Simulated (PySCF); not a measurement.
ClGeH3Mg, SMILES [Cl][Mg][GeH3].

Geometry: B3LYP-D3(BJ)/def2-TZVP.

Method: PySCF with r2SCAN/def2-TZVPD.

Symmetry labels are those of the subgroup Cs that the program uses (full group C3v).

### Question
List the valence orbital energies around the gap with their symmetry. (The exact figures need the calculation; the answer reports its results.)

### Answer

| orbital | symmetry | energy (eV) |
|---|---|---|
| HOMO−7 | A' | -20.05 |
| HOMO−6 | A' | -13.95 |
| HOMO−5 | A' | -8.83 |
| HOMO−4 | A' | -8.52 |
| HOMO−3 | A" | -8.52 |
| HOMO−2 | A' | -7.68 |
| HOMO−1 | A" | -7.68 |
| HOMO | A' | -6.75 |
| LUMO | A' | -1.65 |
| LUMO+1 | A" | -1.35 |
| LUMO+2 | A' | -1.35 |
| LUMO+3 | A' | 0.63 |
